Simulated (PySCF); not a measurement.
`InChI=1S/C6H11PS/c1-3-6-5(2)4-7(6)8/h3,5-7H,1,4H2,2H3/t5-,6+/m0/s1`

Molfile (atoms numbered from 1):
```
C6H11PS
     RDKit          3D

 19 19  0  0  0  0  0  0  0  0999 V2000
    2.5096   -1.3524   -0.4610 C   0  0  0  0  0  0  0  0  0  0  0  0
    1.5315   -0.5254   -0.7893 C   0  0  0  0  0  0  0  0  0  0  0  0
    0.5107   -0.0324    0.1619 C   0  0  2  0  0  0  0  0  0  0  0  0
   -0.9593    0.0592   -0.3179 C   0  0  1  0  0  0  0  0  0  0  0  0
   -1.8027   -1.1616   -0.0020 C   0  0  0  0  0  0  0  0  0  0  0  0
   -1.3416    1.3473    0.4426 C   0  0  0  0  0  0  0  0  0  0  0  0
    0.4501    1.7957    0.5851 P   0  0  1  0  0  5  0  0  0  0  0  0
    1.2618    2.6004    2.1372 S   0  0  0  0  0  0  0  0  0  0  0  0
    2.6162   -1.7316    0.5422 H   0  0  0  0  0  0  0  0  0  0  0  0
    3.2467   -1.6750   -1.1756 H   0  0  0  0  0  0  0  0  0  0  0  0
    1.4453   -0.1511   -1.8023 H   0  0  0  0  0  0  0  0  0  0  0  0
    0.5708   -0.5734    1.1139 H   0  0  0  0  0  0  0  0  0  0  0  0
   -0.9771    0.2468   -1.3949 H   0  0  0  0  0  0  0  0  0  0  0  0
   -2.8327   -1.0036   -0.3152 H   0  0  0  0  0  0  0  0  0  0  0  0
   -1.7936   -1.3669    1.0665 H   0  0  0  0  0  0  0  0  0  0  0  0
   -1.4113   -2.0325   -0.5241 H   0  0  0  0  0  0  0  0  0  0  0  0
   -1.7353    1.1282    1.4382 H   0  0  0  0  0  0  0  0  0  0  0  0
   -2.0160    2.0353   -0.0632 H   0  0  0  0  0  0  0  0  0  0  0  0
    0.7171    2.4021   -0.6495 H   0  0  0  0  0  0  0  0  0  0  0  0
  1  2  2  0
  2  3  1  0
  3  4  1  0
  4  5  1  0
  4  6  1  0
  6  7  1  0
  7  8  2  0
  7  3  1  0
  1  9  1  0
  1 10  1  0
  2 11  1  0
  3 12  1  1
  4 13  1  6
  5 14  1  0
  5 15  1  0
  5 16  1  0
  6 17  1  0
  6 18  1  0
  7 19  1  6
M  END
```

Method: TDDFT B3LYP/def2-SVPD circular dichroism and optical rotation, one conformer, gas phase (PySCF 2.14.0). Geometry: GFN2-xTB.

The molecule is flexible and this is one conformer; a measurement averages over conformers. States above about 6.3 eV (minus the energy of the highest occupied orbital) lie near or above the ionisation threshold and depend on the basis.

Stereocentres: C3 R, C4 S, P7 R.

(1) Give the optical rotatory dispersion at 633, 589.3, 546, 436, 405, 365, 355 nm.

(2) And for the mirror image at 589.3 nm?

(3) What is the molar rotation [Φ] = [α]·M/100 of the geometry above at 589.3 nm?

Results:

(1) [α] in deg dm⁻¹ (g/mL)⁻¹:
```
λ (nm)  origin-invariant length gauge  modified velocity gauge  length gauge (centre of mass)  isotropic polarisability (au)
   633                          +72.8                    +65.4                          +72.3                          125.3
 589.3                          +87.9                    +79.1                          +87.3                          126.0
   546                         +108.6                    +98.0                         +107.9                          127.0
   436                         +220.4                   +201.2                         +218.8                          131.0
   405                         +290.2                   +266.2                         +288.1                          132.9
   365                         +454.2                   +420.4                         +450.8                          136.6
   355                         +520.4                   +483.0                         +516.5                          137.8
```

(2) -87.9 deg dm⁻¹ (g/mL)⁻¹ (origin-invariant length gauge): the same size and the opposite sign.

(3) With M = 146.19 g/mol, +128.5 deg cm² dmol⁻¹ (origin-invariant length gauge).

The first excitation lies at 4.87 eV (254 nm) with R = +9.1 × 10⁻⁴⁰ esu² cm² (velocity form).
